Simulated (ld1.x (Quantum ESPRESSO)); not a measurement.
**PBE PAW dataset for Ti (Z = 22), scalar-relativistic all-electron reference.**

ld1.x (Quantum ESPRESSO) 7.5 was run on this input:

```
&input
   title='Ti', zed=22., rel=1, dft='PBE', iswitch=3,
   config='[Ar] 3d2 4s0.5 4p0',
   nld=3, rlderiv=2.40, eminld=-7.0, emaxld=5.0, deld=0.02
 /
 &inputp
   pseudotype=3, lpaw=.true., tm=.true., lloc=-2, rcloc=1.60,
   nlcc=.true.,
   which_augfun='PSQ', rmatch_augfun_nc=.true.,
   file_pseudopw='Ti.UPF', file_wfcaegen='ae.wfc', file_wfcncgen='nc.wfc', file_beta='beta', file_chi='chi', file_wfcusgen='us.wfc'
 /
6
3S  1  0   2.00   0.00  1.65  2.00  0.0
4S  2  0   0.50   0.00  1.65  2.00  0.0
3P  2  1   6.00   0.00  1.60  2.20  0.0
4P  3  1   0.00   0.00  1.60  2.20  0.0
3D  3  2   2.00   0.00  1.55  2.05  0.0
3D  3  2   0.00   1.30  1.55  2.05  0.0
 &test
   configts(1)='3s2 3p6 3d2 4s0.5 4p0'
 /
```

Command:

```bash
ld1.x < Ti.in > Ti.out
```

The program printed (shortened: banner, matrices, multipoles, cross overlaps and the repeated all-electron block are left out):

```
Program LD1 v.7.5
     --------------------------- All-electron run ----------------------------

     Ti
     scalar relativistic calculation

     atomic number is 22.00
     dft =PBE   lsd =0 sic =0 latt =0  beta=0.20 tr2=1.0E-14
     Exchange-correlation= PBE
                           (   1   4   3   4   0   0   0)
     mesh =1177 r(mesh) = 100.37945 a.u. xmin = -7.00 dx = 0.01250
     1 Ry =  13.60569312 eV, c = 137.03599908

     n l     nl                  e(Ry)          e(Ha)          e(eV)
     1 0     1S 1( 2.00)      -358.7121      -179.3560     -4880.5265
     2 0     2S 1( 2.00)       -40.3020       -20.1510      -548.3364
     2 1     2P 1( 6.00)       -33.4919       -16.7459      -455.6799
     3 0     3S 1( 2.00)        -5.4444        -2.7222       -74.0748
     3 1     3P 1( 6.00)        -3.6972        -1.8486       -50.3036
     3 2     3D 1( 2.00)        -1.1305        -0.5653       -15.3818
     4 0     4S 1( 0.50)        -0.9953        -0.4977       -13.5421
     4 1     4P 1( 0.00)        -0.6946        -0.3473        -9.4502

     final scf error:  6.6E-15 reached in  20 iterations

     Etot =   -1706.152681 Ry,    -853.076340 Ha,  -23213.389797 eV

     Ekin =    1720.560539 Ry,     860.280269 Ha,   23409.418693 eV
     Encl =   -4039.299792 Ry,   -2019.649896 Ha,  -54957.473396 eV
     Eh   =     695.941637 Ry,     347.970819 Ha,    9468.768351 eV
     Exc  =     -83.355066 Ry,     -41.677533 Ha,   -1134.103446 eV

     normalization and overlap integrals

     s(1S/1S) =  1.000000  <r> =   0.0696  <r2> =    0.0065  r(max) =   0.0455
     s(2S/2S) =  1.000000  <r> =   0.3249  <r2> =    0.1248  r(max) =   0.2682
     s(2P/2P) =  1.000000  <r> =   0.2899  <r2> =    0.1037  r(max) =   0.2196
     s(3S/3S) =  1.000000  <r> =   1.0072  <r2> =    1.1699  r(max) =   0.8685
     s(3P/3P) =  1.000000  <r> =   1.0848  <r2> =    1.3857  r(max) =   0.9016
     s(3D/3D) =  1.000000  <r> =   1.4745  <r2> =    2.8135  r(max) =   0.9719
     s(4S/4S) =  1.000000  <r> =   3.0607  <r2> =   10.6212  r(max) =   2.6750
     s(4P/4P) =  1.000000  <r> =   3.6925  <r2> =   15.5001  r(max) =   3.1866

     ------------------------ End of All-electron run ------------------------

     --------------------- Generating PAW atomic setup --------------------

      Generating local potential from pseudized AE potential:
      Matching radius rcloc =   1.6000
      Enforcing V''(0)=0 (lloc=-2)

      Local pseudo, rcloc= 1.582 Estimated cut-off energy=    12.56 Ry

      Computing core charge for nlcc:

       r > 0.52 : true rho core
       r < 0.52 : rho core = a sin(br)/r    a=  22.56  b=   5.13

      Integrated core pseudo-charge :   3.01
      Wfc-us  3S rcutus= 1.982  Estimated cut-off energy=    14.36 Ry
      Wfc-us  4S rcutus= 1.982  Estimated cut-off energy=    29.83 Ry
      Wfc-us  3P rcutus= 2.190  Estimated cut-off energy=    18.16 Ry
      Wfc-us  4P rcutus= 2.190  Estimated cut-off energy=    34.68 Ry
      Wfc-us  3D rcutus= 2.032  Estimated cut-off energy=    28.11 Ry
      Wfc-us  3D rcutus= 2.032  Estimated cut-off energy=    24.07 Ry

     Required augmentation: PSQ   radius:    2.200000

     Q pseudized with Bessel functions
     Expected ecutrho=     167.7285 due to l1=  2   l2=  2

     Estimated PAW energy = -182.231806 Ryd

     ------------------- End of pseudopotential generation -------------------

     Computing logarithmic derivative in   2.40543
     Computing logarithmic derivative in   2.40543
     Computing the partial wave expansion
     R is outside the sphere for l=    0 j= 0.00
     R is outside the sphere for l=    0 j= 0.00
     R is outside the sphere for l=    1 j= 0.00
     R is outside the sphere for l=    1 j= 0.00
     R is outside the sphere for l=    2 j= 0.00
     R is outside the sphere for l=    2 j= 0.00

     ---------------------- Testing the pseudopotential ----------------------

     Ti
     scalar relativistic calculation

     atomic number is 22.00   valence charge is 12.00
     dft = SLA  PW   PBX  PBC   lsd =0 sic =0 latt =0  beta=0.20 tr2=1.0E-14
     mesh =1177 r(mesh) = 100.37945 xmin = -7.00 dx = 0.01250

     n l     nl             e AE (Ry)        e PS (Ry)    De AE-PS (Ry)
     1 0     3S   1( 2.00)       -5.44440       -5.44438       -0.00001
     2 1     3P   1( 6.00)       -3.69724       -3.69723       -0.00001
     3 2     3D   1( 2.00)       -1.13054       -1.13054       -0.00001
     2 0     4S   1( 0.50)       -0.99533       -0.99533       -0.00000
     3 1     4P   1( 0.00)       -0.69457       -0.69457       -0.00000

     eps = 3.1E-16  iter =  4

     Etot =   -1706.152681 Ry,    -853.076340 Ha,  -23213.389797 eV
     Etotps =  -182.231804 Ry,     -91.115902 Ha,   -2479.390006 eV

     Ekin =     135.885228 Ry,      67.942614 Ha,    1848.812718 eV
     Encl =    -318.431804 Ry,    -159.215902 Ha,   -4332.485411 eV
     Ehrt =      83.669866 Ry,      41.834933 Ha,    1138.386520 eV
     Ecxc =     -83.355094 Ry,     -41.677547 Ha,   -1134.103833 eV
     (Ecc =      -7.632136 Ry,      -3.816068 Ha,    -103.840507 eV)

     ---------------------- End of pseudopotential test ----------------------
```

Generation and configuration tests took about 1.5 s on one core of a shared server CPU.

Transferability test of the new file with ld1.x, input:

```
&input
   title='Ti', zed=22., rel=1, dft='PBE', iswitch=2,
   config='[Ar] 3d2 4s0.5 4p0'
 /
 &test
   file_pseudo='Ti.UPF', nconf=8,
   configts(1)='3s2 3p6 3d2 4s0.5 4p0',
   configts(2)='3s2 3p6 3d2 4s2 4p0',
   configts(3)='3s2 3p6 3d2 4s1 4p0',
   configts(4)='3s2 3p6 3d2 4s0 4p0',
   configts(5)='3s2 3p6 3d2.5 4s1.5 4p0',
   configts(6)='3s2 3p6 3d1 4s2 4p1',
   configts(7)='3s2 3p6 3d2 4s0 4p2',
   configts(8)='3s2 3p6 3d2 4s1 4p1'
 /
```

```bash
ld1.x < Ti.test.in > Ti.test.out
```

Pseudopotential blocks of its output, shortened (energy terms left out):

```
     ---------------------- Testing the pseudopotential ----------------------

     n l     nl             e AE (Ry)        e PS (Ry)    De AE-PS (Ry)
     1 0     3S   1( 2.00)       -5.44440       -5.44438       -0.00001
     2 1     3P   1( 6.00)       -3.69724       -3.69723       -0.00001
     3 2     3D   1( 2.00)       -1.13054       -1.13054       -0.00001
     2 0     4S   1( 0.50)       -0.99533       -0.99533       -0.00000
     3 1     4P   1( 0.00)       -0.69457       -0.69457       -0.00000

     eps = 3.1E-16  iter =  4

     Etot =   -1706.152681 Ry,    -853.076340 Ha,  -23213.389797 eV
     Etotps =  -182.231804 Ry,     -91.115902 Ha,   -2479.390006 eV

     ---------------------- End of pseudopotential test ----------------------

          ---------------------- Testing the pseudopotential ----------------------

     n l     nl             e AE (Ry)        e PS (Ry)    De AE-PS (Ry)
     1 0     3S   1( 2.00)       -4.60347       -4.60386        0.00039
     2 1     3P   1( 6.00)       -2.85621       -2.85653        0.00031
     3 2     3D   1( 2.00)       -0.31302       -0.31316        0.00015
     2 0     4S   1( 2.00)       -0.32830       -0.32825       -0.00005
     3 1     4P   1( 0.00)       -0.10777       -0.10782        0.00005

     eps = 8.2E-15  iter = 16

     Etot =   -1707.131133 Ry,    -853.565567 Ha,  -23226.702321 eV
     Etotps =  -183.210277 Ry,     -91.605138 Ha,   -2492.702804 eV
     dEtot_ae =      -0.978452 Ry
     dEtot_ps =      -0.978473 Ry,   Delta E=       0.000020 Ry

     ---------------------- End of pseudopotential test ----------------------

          ---------------------- Testing the pseudopotential ----------------------

     n l     nl             e AE (Ry)        e PS (Ry)    De AE-PS (Ry)
     1 0     3S   1( 2.00)       -5.13888       -5.13902        0.00014
     2 1     3P   1( 6.00)       -3.39209       -3.39220        0.00011
     3 2     3D   1( 2.00)       -0.83550       -0.83556        0.00006
     2 0     4S   1( 1.00)       -0.76075       -0.76072       -0.00003
     3 1     4P   1( 0.00)       -0.48549       -0.48552        0.00004

     eps = 6.8E-15  iter =  9

     Etot =   -1706.591160 Ry,    -853.295580 Ha,  -23219.355616 eV
     Etotps =  -182.670304 Ry,     -91.335152 Ha,   -2485.356104 eV
     dEtot_ae =      -0.438480 Ry
     dEtot_ps =      -0.438500 Ry,   Delta E=       0.000020 Ry

     ---------------------- End of pseudopotential test ----------------------

          ---------------------- Testing the pseudopotential ----------------------

     n l     nl             e AE (Ry)        e PS (Ry)    De AE-PS (Ry)
     1 0     3S   1( 2.00)       -5.77330       -5.77314       -0.00016
     2 1     3P   1( 6.00)       -4.02515       -4.02501       -0.00014
     3 2     3D   1( 2.00)       -1.44648       -1.44639       -0.00009
     2 0     4S   1( 0.00)       -1.24186       -1.24193        0.00006
     3 1     4P   1( 0.00)       -0.91224       -0.91211       -0.00013

     eps = 2.8E-15  iter =  8

     Etot =   -1705.593615 Ry,    -852.796807 Ha,  -23205.783315 eV
     Etotps =  -181.672689 Ry,     -90.836344 Ha,   -2471.782849 eV
     dEtot_ae =       0.559066 Ry
     dEtot_ps =       0.559116 Ry,   Delta E=      -0.000050 Ry

     ---------------------- End of pseudopotential test ----------------------

          ---------------------- Testing the pseudopotential ----------------------

     n l     nl             e AE (Ry)        e PS (Ry)    De AE-PS (Ry)
     1 0     3S   1( 2.00)       -4.46411       -4.46397       -0.00014
     2 1     3P   1( 6.00)       -2.72338       -2.72323       -0.00015
     3 2     3D   1( 2.50)       -0.21215       -0.21200       -0.00015
     2 0     4S   1( 1.50)       -0.29708       -0.29708       -0.00001
     3 1     4P   1( 0.00)       -0.09238       -0.09241        0.00003

     eps = 1.4E-15  iter = 13

     Etot =   -1707.105206 Ry,    -853.552603 Ha,  -23226.349556 eV
     Etotps =  -183.184300 Ry,     -91.592150 Ha,   -2492.349374 eV
     dEtot_ae =      -0.952525 Ry
     dEtot_ps =      -0.952496 Ry,   Delta E=      -0.000029 Ry

     ---------------------- End of pseudopotential test ----------------------
```

The test run then stopped with an error in new_paw_hamiltonian: “negative rho”.
